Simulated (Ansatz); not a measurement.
Ansatz (a quantum-chemistry and plane-wave program) job for CH3Cl2NSi2, SMILES Cl[Si]1(Cl)N=C[SiH2]1, PBE/def2-TZVPD. Geometry optimised at PBE0-D3(BJ)/def2-SVP. This is a generated structure with no PubChem entry under its InChIKey; it may be hypothetical.

Ansatz 0.2 input:
```yaml
crystal:
  periodic: [false, false, false]
  atoms:
    - {symbol: Cl, position_ang: [1.41919212, -0.12021167, 1.66672954]}
    - {symbol: Si, position_ang: [0.22646911, 0.02207298, 0.00000000]}
    - {symbol: Cl, position_ang: [1.41919213, -0.12021166, -1.66672954]}
    - {symbol: N, position_ang: [-0.72961822, 1.53467823, 0.00000001]}
    - {symbol: C, position_ang: [-1.93075278, 1.06878982, 0.00000001]}
    - {symbol: Si, position_ang: [-1.92583511, -0.86554348, -0.00000001]}
    - {symbol: H, position_ang: [-2.78739427, 1.77008380, 0.00000001]}
    - {symbol: H, position_ang: [-2.49108491, -1.51489341, -1.22141388]}
    - {symbol: H, position_ang: [-2.49108491, -1.51489344, 1.22141386]}
basis:
  gaussian:
    orbitals: def2-TZVPD
hamiltonian:
  xc: {name: PBE}
```

It prints:

```
WARN ansatz: RAYON_NUM_THREADS=2 ignored (pool sized by the plan → 2); use --threads N
Functional definition: PBE
integrals: 0.35 GiB planned
1616 factors; their error is unknown
mean field: 1.87 GiB planned
mean field evaluation 1: about -43350.1222 eV, gradient 6.3e1 eV
mean field evaluation 2: about -43253.4029 eV, gradient 1.7e2 eV
mean field evaluation 4: about -43358.0812 eV, gradient 2.5e1 eV
mean field evaluation 8: about -43359.4125 eV, gradient 2.6e-1 eV
mean field evaluation 16: about -43359.3889 eV, gradient 2.9e-4 eV
mean field -43359.38889618 eV, -1593.4281518854 hartree, gradient 4.8e-5 eV, S^2 0.000000; 0 other end points of the search recorded, 0 dependent functions left out
reference -43359.38896920 eV, -1593.4281545688 hartree; 39, 39 occupied and 240, 240 virtual orbitals, 1616 factors
Total energy: -43359.38896920 eV, -1593.4281545688 hartree
```

The calculation finished and met its thresholds.

Cost: around 8 core-seconds (rough).
